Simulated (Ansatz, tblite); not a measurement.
Cost and result up the ladder for the cluster Mg2Br2⁺ (4 atoms). The state is a doublet with charge 1. Geometry: r2SCAN-D4/def2-SVP.

```xyz
4

Mg   -0.677   -1.343    0.823
Mg    0.681    1.340   -0.827
Br    1.278    0.184    1.351
Br   -1.281   -0.181   -1.347
```

Ansatz on 4 threads of Intel Xeon 6975P-C on a shared host; xTB runs through tblite on one thread. Times are rough, summed over both states, and most runs start from the orbitals of an earlier one. ωB97X-V/def2-TZVP serves as the yardstick here, not as an exact answer. Differences are given only for rows in sets of like size (and for xTB, whose basis is part of the method), since another set adds its own error. The other state is a quartet at its own geometry.

The xTB rows come from tblite. Correlated methods freeze 20 core orbitals; core or outer-core shells of Mg, Br are correlated, in sets that lack core-valence functions. The rows differ in basis, and correlated rows in double-zeta sets carry the largest basis error. In CCSD on the charge 1 doublet the largest single amplitude is 0.42, so its Hartree–Fock determinant may place the open shell otherwise than the density functionals do. In the quartet, Br3 and Br4 lie 2.95 Å apart (atoms count from 1), so these atoms are partly bonded to each other. The structure comes from a short search, and lower isomers may exist.

Correlated methods converge slowly with the basis, most of all in double-zeta sets (MP2 moves by 0.13 eV from def2-SVP to def2-TZVP here).

xTB has no spin-polarisation term.

```csv
level,functions,wall time,quartet − doublet (eV),difference from ωB97X-V/def2-TZVP (eV)
GFN1-xTB,26,0.008 s,1.58,-1.43
GFN2-xTB,36,0.019 s,2.07,-0.94
HF/STO-3G,54,0.55 s,3.56,–
LDA (SPW92)/def2-TZVP,160,1.6 s,3.17,0.16
PBE-D4/def2-TZVP,160,2.8 s,2.96,-0.05
BLYP-D4/def2-TZVP,160,3.1 s,2.88,-0.13
MP2/def2-TZVP,160,4.8 s,3.04,0.02
RPA@PBE/def2-TZVP,160,5 s,3.01,0.00
PBE0-D4/def2-TZVP,160,5.1 s,3.01,0.00
CAM-B3LYP-D4/def2-TZVP,160,5.9 s,2.96,-0.05
r2SCAN-D4/def2-TZVP (with forces),160,6.7 s,3.10,0.09
r2SCAN0-D4/def2-TZVP,160,7.6 s,3.08,0.07
ωB97X-V/def2-TZVP,160,16 s,3.01,0.00
CCSD(T)/def2-SVP,100,26 s,2.94,–
```
